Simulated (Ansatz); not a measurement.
Cost and result up the ladder for GeH₄ (5 atoms). The state is a singlet with charge 0. Geometry: B3LYP-D4/def2-TZVP.

```tsv
atom	x (Å)	y (Å)	z (Å)
Ge1	0.000	0.000	0.000
H2	-1.298	-0.258	0.778
H3	1.193	-0.044	0.966
H4	-0.069	1.382	-0.666
H5	0.174	-1.080	-1.078
```

Ansatz on 4 threads of Intel Xeon on a shared host. Times are rough, and most runs start from the orbitals of an earlier one. ωB97X-V/def2-TZVP serves as the yardstick here, not as an exact answer. Differences are given only for rows in sets of like size (and for xTB, whose basis is part of the method), since another set adds its own error. Binding counts from free atoms at the same level (Ge triplet, H doublet; other spins of the atoms weren't run), without zero-point energy or a counterpoise term.

The 6-31G sets use Cartesian d functions. B3LYP takes the VWN-RPA correlation. HSE06 is defined as in plane-wave codes, on full-range PBE exchange. Correlated methods freeze 9 core orbitals; core or outer-core shells of Ge are correlated, in sets that lack core-valence functions.

Correlated methods converge slowly with the basis.

```csv
level,functions,wall time,binding energy per atom (eV),difference from ωB97X-V/def2-TZVP (eV)
HF/STO-3G,22,0.1 s,3.11,–
HF/6-31G,37,0.25 s,1.81,–
B3LYP-D4/6-31G,37,0.35 s,2.50,–
PBE-D4/def2-TZVPD,90,0.4 s,2.50,-0.09
MP2/def2-TZVP,72,0.4 s,2.40,-0.19
PBE0-D4/def2-TZVPD,90,0.45 s,2.51,-0.08
HSE06-D4/def2-TZVP,72,0.46 s,2.50,-0.09
B3LYP-D4/def2-TZVP,72,0.5 s,2.56,-0.03
r2SCAN0-D4/def2-TZVP,72,0.65 s,2.55,-0.04
CAM-B3LYP-D4/def2-TZVP,72,0.65 s,2.58,-0.01
r2SCAN-D4/def2-TZVPD,90,0.75 s,2.56,-0.03
ωB97X-V/def2-TZVP,72,1 s,2.59,0.00
CCSD(T)/def2-TZVPD,90,1.5 s,2.51,-0.08
CCSD(T)/def2-TZVPP,104,1.6 s,2.56,-0.03
```
